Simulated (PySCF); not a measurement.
## Mayer bond orders and bond lengths

Species: C4H11F3OSi2.
SMILES with atom numbers: `[CH3:1][CH2:2][C@H:3]([O:4][SiH2:5][SiH3:6])[C:7]([F:8])([F:9])[F:10]` (hydrogens: H11, H12, H13 on C1; H14, H15 on C2; H16 on C3; H17, H18 on Si5; H19, H20, H21 on Si6)

Structure used (GFN2-xTB), in Å, numbered top down from 1:
```
atom  x, y, z in Å
C1    -1.1135   -0.6791    2.0902
C2    -1.7004   -0.6625    0.6850
C3    -0.5988   -0.8217   -0.3669
O4     0.2610    0.2576   -0.3198
Si5    1.8096    0.3890   -0.8390
Si6    2.3764    2.3335    0.2422
C7    -1.2183   -0.9106   -1.7619
F8    -1.8371    0.2174   -2.1221
F9    -2.1275   -1.8960   -1.8470
F10   -0.3022   -1.1684   -2.7066
H11   -1.9001   -0.5252    2.8235
H12   -0.3771    0.1132    2.1964
H13   -0.6310   -1.6330    2.2906
H14   -2.4251   -1.4694    0.5658
H15   -2.2039    0.2894    0.5055
H16   -0.0516   -1.7649   -0.2144
H17    2.5082   -0.8402   -0.4227
H18    1.8761    0.3751   -2.3042
H19    2.2491    2.2674    1.7051
H20    1.6117    3.5157   -0.1675
H21    3.7857    2.6296   -0.0326
```

Bond orders from the PBE0/pcSseg-1 density (PySCF). Isolated species at its GFN2-xTB geometry (one conformer only).

How far do the computed orders between heavy atoms stray from the drawn ones?

The largest departure is 0.128, at C3–O4 (drawn single, 0.872). Drawn single, order below 0.88: C3–O4 (0.872).

Set the Mayer orders of the bonds between heavy atoms beside their lengths.

```tsv
bond	drawn as	length (Å)	Mayer order
C1–C2	single	1.523	1.065
C2–C3	single	1.531	0.988
C3–O4	single	1.381	0.872
O4–Si5	single	1.639	0.882
Si5–Si6	single	2.296	0.926
C3–C7	single	1.529	0.966
C7–F8	single	1.336	1.004
C7–F9	single	1.343	0.988
C7–F10	single	1.341	0.990
```

By pair of heavy elements: C–C: lowest C3–C7 (0.966, 1.529 Å), highest C1–C2 (1.065, 1.523 Å). C–F: all 3 within 0.02 of one another (0.988 to 1.004).

And the bonds to hydrogen?

C–H: 0.92 to 0.97 (6 bonds); H–Si: 0.91 to 0.94 (5 bonds).

Sum the orders of all bonds at each heavy atom with more than one neighbour and set the sums beside the valence in the SMILES.

C1 3.956 (drawn 4), C2 3.932 (drawn 4), C3 3.750 (drawn 4), O4 1.754 (drawn 2), Si5 3.630 (drawn 4), Si6 3.721 (drawn 4), C7 3.948 (drawn 4). Orders between atoms that aren't bonded are not in these sums.

For a closed shell the Mayer order of atoms A and B is Σ (PS)μν (PS)νμ over the basis functions μ on A and ν on B, with P the density and S the overlap matrix.
